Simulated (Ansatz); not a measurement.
C$_{3}$H$_{5}$NSSi, SMILES `C#CN1CS[SiH2]1`, relaxed with RKS PBE-D4/def2-SVP in the Gaussian-basis code of Ansatz from a rough embedded geometry. The force threshold is 0.03 eV/Å; the program also tests the step.

The species carries charge 0 and has multiplicity 1.

Start:

```xyz
11

C     0.049    1.589    2.022
C     0.304    0.808    1.064
N     0.600   -0.090   -0.088
C     0.104    0.427   -1.293
S     0.161   -1.287   -2.119
Si   -0.131   -1.578   -0.082
H    -0.108    2.202    2.837
H     0.775    1.137   -1.782
H    -0.890    0.861   -1.333
H     0.707   -2.607    0.514
H    -1.571   -1.462    0.259
```

```json
{"step": "1", "energy (eV)": "-23368.6232", "largest force (eV/Å)": "8.619", "largest move (Å)": "0.000"}
{"step": "2", "energy (eV)": "-23369.6904", "largest force (eV/Å)": "4.006", "largest move (Å)": "0.195"}
{"step": "3", "energy (eV)": "-23369.9430", "largest force (eV/Å)": "1.515", "largest move (Å)": "0.195"}
{"step": "4", "energy (eV)": "-23369.9836", "largest force (eV/Å)": "1.149", "largest move (Å)": "0.200"}
{"step": "5", "energy (eV)": "-23370.0618", "largest force (eV/Å)": "0.459", "largest move (Å)": "0.200"}
{"step": "6", "energy (eV)": "-23370.0808", "largest force (eV/Å)": "0.071", "largest move (Å)": "0.033"}
{"step": "7 (rejected)", "energy (eV)": "-23370.0802", "largest force (eV/Å)": "0.137", "largest move (Å)": "0.114"}
{"step": "8", "energy (eV)": "-23370.0839", "largest force (eV/Å)": "0.086", "largest move (Å)": "0.057"}
{"step": "9", "energy (eV)": "-23370.0852", "largest force (eV/Å)": "0.032", "largest move (Å)": "0.032"}
{"step": "10", "energy (eV)": "-23370.0853", "largest force (eV/Å)": "0.007", "largest move (Å)": "0.014"}
```

End:

```xyz
11

C     0.116    1.700    2.034
C     0.068    0.913    1.092
N     0.014    0.055    0.067
C     0.125    0.477   -1.339
S    -0.054   -1.169   -2.211
Si   -0.208   -1.694   -0.119
H     0.158    2.388    2.864
H     1.110    0.934   -1.573
H    -0.690    1.168   -1.644
H     0.889   -2.546    0.461
H    -1.529   -2.227    0.367
```

It took 17 s on 4 threads of an Arm Neoverse V1 on a shared host, with 0.17 GiB of host memory at the peak.
